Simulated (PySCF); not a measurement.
Positional isomers: propene chloro+silyl. Isolated molecules, 0 K electronic values unless said otherwise. One relaxed conformer stands for each flexible species; it need not be the lowest. Strings in code marks are SMILES.

The S1 excitation (TDA) from two functionals at the same geometries (CAM-B3LYP-D3(BJ)/def2-TZVP), both in PySCF: PBE-D3(BJ)/def2-TZVP and TPSSh-D3(BJ)/def2-TZVP. Excitations are Tamm–Dancoff values on a coarser integration grid. The basis has no diffuse functions, so Rydberg states are missing or too high.

| species | PBE-D3(BJ)/def2-TZVP (eV) | TPSSh-D3(BJ)/def2-TZVP (eV) |
|---|---|---|
| `[SiH3]/C(C)=C\Cl` | 5.97 | 6.31 |
| `Cl/C=C(\C)[SiH3]` | 6.02 | 6.53 |
| `C/C=C(/[SiH3])Cl` | 5.84 | 6.33 |
| `C(=C\C)(/Cl)[SiH3]` | 5.57 | 5.97 |
| `[SiH3]C/C=C/Cl` (Si–C–C–C torsion 109°) | 5.61 | 6.12 |
| `[SiH3]C/C=C\Cl` (Si–C–C–C torsion 96°) | 5.82 | 6.35 |

Over these rows, drawn at random from the members with no instability flagged (it was tested for open shells, ions and some series alone), PBE minus TPSSh-D3(BJ): mean -0.46 eV, from -0.53 eV to -0.34 eV.
